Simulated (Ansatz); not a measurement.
`O[SiH2][AlH2]` + `C[SiH2]BN` → `C[SiH2]B[NH][AlH2]` + `O[SiH3]`  (cleavage of the Al–Si bond)

Gas-phase electronic energies from Ansatz, PBE0-D4/def2-TZVP geometries. CBS: MP2 limit from def2 TZ/QZ plus the TZ coupled-cluster correction, frozen cores. DFT in def2-TZVPP. B3LYP here is the variant with VWN-RPA as its local correlation; programs differ in this. Each species was taken in one conformer, which may not be the lowest.

`O[SiH2][AlH2]`:

Z-matrix (Å, degrees):
```
Si
Al 1 2.460
O 1 1.661 2 109.0
H 1 1.499 2 111.1 3 122.0
H 1 1.498 2 111.2 3 -122.0
H 2 1.591 1 118.5 3 179.3
H 2 1.588 1 122.5 3 -0.7
H 3 0.959 1 117.0 2 180.0
```

`C[SiH2]BN`:

Z-matrix (Å, degrees):
```
C
Si 1 1.882
H 1 1.093 2 110.9
H 1 1.092 2 111.2 3 120.3
H 1 1.093 2 110.5 3 -119.6
B 2 2.017 1 112.5 3 61.1
H 2 1.498 1 109.0 3 -61.8
H 2 1.495 1 108.6 3 -177.2
N 6 1.387 2 121.0 1 -124.9
H 6 1.201 2 121.9 1 54.9
H 9 1.007 6 123.3 2 -0.2
H 9 1.007 6 123.4 2 -179.6
```

`C[SiH2]B[NH][AlH2]`:

```xyz
14

C     0.674   -1.238    1.491
Si   -0.346    0.342    1.457
B    -0.799    1.316   -0.258
N    -0.494    1.011   -1.597
Al    0.404   -0.358   -2.356
H     0.190   -2.041    0.930
H     1.666   -1.085    1.061
H     0.799   -1.572    2.524
H     0.333    1.354    2.325
H    -1.659    0.066    2.121
H    -1.438    2.320   -0.053
H    -0.856    1.693   -2.255
H     1.015   -1.496   -1.457
H     0.511   -0.312   -3.934
```

`O[SiH3]`:

Cartesian coordinates in Å:
```
O -1.137 0.313 -0.503
Si 0.286 0.013 0.273
H -1.291 -0.127 -1.339
H 0.436 -1.430 0.607
H 0.248 0.816 1.516
H 1.458 0.415 -0.554
```

```json
{"level": "PBE-D4", "ΔE (kJ/mol)": "-61.4", "difference from CCSD(T)/CBS": "20.9"}
{"level": "PBE0-D4", "ΔE (kJ/mol)": "-66.1", "difference from CCSD(T)/CBS": "16.2"}
{"level": "B3LYP-D4", "ΔE (kJ/mol)": "-80.4", "difference from CCSD(T)/CBS": "1.9"}
{"level": "ωB97M-V", "ΔE (kJ/mol)": "-84.8", "difference from CCSD(T)/CBS": "-2.5"}
{"level": "SCS-MP2/def2-TZVPP", "ΔE (kJ/mol)": "-91.9", "difference from CCSD(T)/CBS": "-9.6"}
{"level": "CCSD/def2-TZVPP", "ΔE (kJ/mol)": "-82.5", "difference from CCSD(T)/CBS": "-0.2"}
{"level": "CCSD(T)/def2-TZVPP", "ΔE (kJ/mol)": "-82.8", "difference from CCSD(T)/CBS": "-0.5"}
{"level": "HF/def2-QZVPP", "ΔE (kJ/mol)": "-87.8", "difference from CCSD(T)/CBS": "-5.5"}
{"level": "SCS-MP2/def2-QZVPP", "ΔE (kJ/mol)": "-91.8", "difference from CCSD(T)/CBS": "-9.5"}
{"level": "HF/CBS(def2)", "ΔE (kJ/mol)": "-87.9", "difference from CCSD(T)/CBS": "-5.6"}
{"level": "CCSD(T)/CBS", "ΔE (kJ/mol)": "-82.3", "difference from CCSD(T)/CBS": "0"}
```

Largest T1 diagnostic among the species: 0.012.

The D4 term adds −5.9 kJ/mol with B3LYP and −3.4 kJ/mol with PBE0; it sums over pairs of atoms, weighted by their polarisabilities, and B3LYP, whose exchange is more repulsive, gets the larger term. From PBE to PBE0 (25 % exact exchange), in def2-TZVPP and without D4, ΔE moves by −5.1 kJ/mol.
